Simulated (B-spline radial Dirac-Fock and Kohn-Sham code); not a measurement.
Z = 75 (rhenium), transition energy 557 keV. Model: a Dirac-Hartree-Slater potential of the neutral atom with a Latter tail (no hole, which puts coefficients of high multipoles low close above an edge), finite nucleus with surface currents. Program: a B-spline atomic structure program. Subshells that would emit electrons below 1 keV are left out.

Problem. A pure transition shows α(K) = 0.257, L1/L2 = 5.72 and L1/L3 = 8.97. What is its multipolarity?
A. M4
B. E2
C. M3
D. E4
E. E1
F. M1
G. M2
H. E3

Solution. C. For comparison, α(K), L1/L2, L1/L3 are E1 0.00494, 10.3, 12.4; E2 0.0130, 2.02, 4.78; E3 0.0318, 0.793, 2.77; E4 0.0756, 0.466, 1.94; M1 0.0386, 12.1, 118; M2 0.110, 8.19, 33.4; M4 0.586, 4.30, 3.87.

Values without a named source are computed, but for edge energies of neutral atoms, which are taken from tables.
